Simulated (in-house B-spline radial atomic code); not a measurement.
**RPA and G0W0 on TPSS: the germanium ion Ge³⁺**

Configuration [Ar] 3d10 4s1, highest spin, mean-field start TPSS. Computed with an all-electron radial atomic-structure program (B-spline basis): all electrons, scalar-relativistic (spin-free one-electron X2C), finite nucleus, each spin shell either full or empty, empty states to l = 9 with an (l + 1/2)⁻⁴ tail; G0W0 by contour deformation at full frequency.

RPA overbinds a lone outer s electron by self-correlation, and G0W0 tends to as well.

Command:
```bash
python run_gw.py task.json out
```
Settings (radii: box in bohr, nucleus in fm):
```
Z                        32
electrons                29
configuration            [Ar] 3d10 4s1
hamiltonian              x2c
method                   tpss,tpss
lmax                     9
rms_radius               4.0742
spin_polarised           True
box_radius               14.14
intervals                69
ion_configuration        [Ar] 3d10
```

Run time, properties included: 6.7 s on 1 thread of Arm Neoverse N1 (shared host).

Energies (hartree):

```json
{"term": "mean-field total", "value": "-2096.64344"}
{"term": "Hartree-Fock functional on these orbitals", "value": "-2095.07935"}
{"term": "direct second order", "value": "-2.6017"}
{"term": "second-order exchange", "value": "0.75928"}
{"term": "SOSEX correction", "value": "0.68868"}
```

(1) What is the RPA correlation energy, and what remains with SOSEX?

Quasi-particle levels (eV):

| level | occupied | mean field | Σx - vxc | Σc | QP weight | G0W0 |
| --- | --- | --- | --- | --- | --- | --- |
| 4s up | yes | -41.02 | -4.02 | ? | ? | ? |
| 3d down | yes | -62.87 | -15.40 | 3.58 | 0.893 | -74.69 |
| 3d up | yes | -63.17 | -15.24 | 3.51 | 0.878 | -74.90 |
| 4s down | no | -39.19 | 7.45 | -2.60 | 0.940 | -34.34 |

G0W0 = mean field + (Σx - vxc) + Σc, with Σc (partial-wave tail included) taken at the quasi-particle energy. Only the outer levels were computed. Levels of low weight are left out.

(2) Where does G0W0 put 4s up?

(3) What does it cost to remove one electron (to [Ar] 3d10) by differences of total energies, each species on its own start (correlation terms add to the Hartree-Fock functional)?

Answers

(1) RPA gives -2.2075 hartree (-2.07 eV per electron); RPA + SOSEX gives -1.5189, and the second-order doubles -1.8424 hartree (no singles). RPA lacks exchange-type terms and so overcorrelates at short range.

(2) At -46.69 eV, with Σc = -1.65 eV and a quasi-particle weight of 0.963. The tabulated removal energy is 45.715 ± 0.0012 eV (NIST, measured); the calculation leaves out spin-orbit coupling, Breit and QED terms, and what these don't explain is the method's own error.

(3) TPSS 46.27 eV, Hartree-Fock functional 44.48 eV, + RPA 46.36 eV, + RPA + SOSEX 45.59 eV, + second order 46.25 eV. Tabulated: 45.715 ± 0.0012 eV (NIST, measured); the calculation leaves out spin-orbit coupling, Breit and QED terms, and what these don't explain is the method's own error.
